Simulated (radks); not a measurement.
Results of a calculation; reference values are marked as such.
All-electron atom: Cr XXIV in 1s1.

Code: a radial shooting solver on a logarithmic mesh with Libxc functionals. Model: Dirac Kohn-Sham, relativistic LDA (MacDonald-Vosko exchange, VWN5 correlation), spin-unpolarised, spherical densities, finite nucleus; Fermi nuclear charge, rms radius 3.6452 fm.

Energy parts (Ry):
part                       energy
total                  -575.62474
kinetic                 583.89348
electron-nucleus      -1164.36077
Hartree                  15.08722
exchange-correlation    -10.24468

Orbitals (lengths in bohr, moments of r in powers of bohr; <r^-3> diverges for s and p1/2; r(90%) holds 90 % of the orbital's charge):
| orbital | occ. | eigenvalue (Ry) | <1/r> | <r^-3> | r(90%) |
|---|---|---|---|---|---|
| 1s1/2 | 1 | -563.7142 | 24.26 | - | 0.111 |

The highest occupied level is 1s1/2 at -7669.7 eV. The electron density at the nucleus is 5327 e/bohr^3. The density falls to 0.001 e/bohr^3 at r = 0.32 bohr. Summed over all electrons, <r^2> = 0.005181 bohr^2, which gives a Langevin (diamagnetic) susceptibility term of -0.0041 x 10^-6 cm^3/mol.
